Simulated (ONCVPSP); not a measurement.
**arsenic (As), ONCV: configuration errors across variants**

ONCVPSP 4.0.1 input, shortened (lines: element, Z, core and valence counts, functional; n l f; lmax; l rc ep ncon nbas qcut; lloc lpopt rc5 dvloc0; l nproj debl; icmod fcfact rcfact), PBE, scalar-relativistic:

```
  As 33.00    3    5        4      upf
    1    0    2.00
    2    0    2.00
    2    1    6.00
    3    0    2.00
    3    1    6.00
    3    2   10.00
    4    0    2.00
    4    1    3.00
    2
    0    0.90    0.00    4    7   14.30
    1    1.05    0.00    3    8   14.00
    2    1.30    0.00    4    9   14.30
    4    3    0.65    0.00
    0    2    0.50
    1    2    1.10
    2    2    2.00
    2    0.40    0.85
```

All-electron excitation energies from the reference (eV): (1) 3s2 3p6 3d10 4s2 4p2 9.149; (2) 3s2 3p6 3d10 4s2 4p1 27.068; (3) 3s2 3p6 3d10 4s2 4p0 54.771; (4) 3s2 3p6 3d10 4s1 4p0 105.419.

Errors AE − PS in meV (a dash: test not solved or not reliable):

```json
{"change": "base", "(1)": "-0.6", "(2)": "-2.3", "(3)": "-6.3", "(4)": "-20", "bound ghosts": "none", "GHOST(+) flags above zero": "none"}
{"change": "p: rc 0.72", "(1)": "-0.3", "(2)": "-1.6", "(3)": "-5.1", "(4)": "-18", "bound ghosts": "none", "GHOST(+) flags above zero": "none"}
{"change": "p: rc 0.86", "(1)": "-0.3", "(2)": "-1.8", "(3)": "-5.5", "(4)": "-19", "bound ghosts": "none", "GHOST(+) flags above zero": "none"}
{"change": "p: rc 1.06", "(1)": "-0.6", "(2)": "-2.3", "(3)": "-6.4", "(4)": "-20", "bound ghosts": "none", "GHOST(+) flags above zero": "none"}
{"change": "p: rc 1.2", "(1)": "-1.5", "(2)": "-4.5", "(3)": "-10", "(4)": "-24", "bound ghosts": "none", "GHOST(+) flags above zero": "none"}
{"change": "p: rc 1.28", "(1)": "-1.1", "(2)": "-3.7", "(3)": "-8.8", "(4)": "-23", "bound ghosts": "none", "GHOST(+) flags above zero": "none"}
{"change": "p: rc 1.4", "(1)": "-1.2", "(2)": "-3.8", "(3)": "-9.0", "(4)": "-24", "bound ghosts": "none", "GHOST(+) flags above zero": "none"}
{"change": "p: rc 1.5", "(1)": "-1.2", "(2)": "-4.0", "(3)": "-9.3", "(4)": "-25", "bound ghosts": "none", "GHOST(+) flags above zero": "none"}
```

Task: Give the same row for: p: rc 0.96.

Result: -0.5, -2.0, -5.9, -19; bound ghosts: none; GHOST(+) flags above zero: none.
